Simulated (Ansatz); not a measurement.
Z-matrix (Å, degrees):
```
Si
Al 1 2.447
H 1 1.489 2 111.4
H 1 1.488 2 110.2 3 120.7
H 1 1.489 2 109.8 3 -120.3
N 2 1.750 1 140.8 3 12.2
Ge 2 2.366 1 166.3 3 -169.2
H 6 1.007 2 150.9 1 -0.4
H 7 1.548 2 126.4 1 -91.8
H 7 1.548 2 126.3 1 94.0
```

Total charge 0; spin multiplicity 1.

**Question.** List the PBE0/def2-TZVPP orbital energies in eV (the Gaussian-basis code of Ansatz). (An estimate is asked.)

**Answer.** Ansatz gave: Occupied: -10859.50, -1802.68, -1527.94, -1357.75, -1207.58, -1207.54, -1207.54, -390.56, -170.47, -145.06, -120.31, -120.23, -120.23, -113.81, -99.71, -99.70, -99.70, -73.88, -73.77, -73.73, -33.16, -33.09, -33.08, -33.02, -32.99, -22.28, -15.30, -14.96, -12.66, -10.09, -10.08, -9.54, -9.54, -8.28, -7.20, -6.41. Lowest empty: -1.45, -1.13, -0.54, 0.99, 1.03, 1.28, 1.58, 2.09.
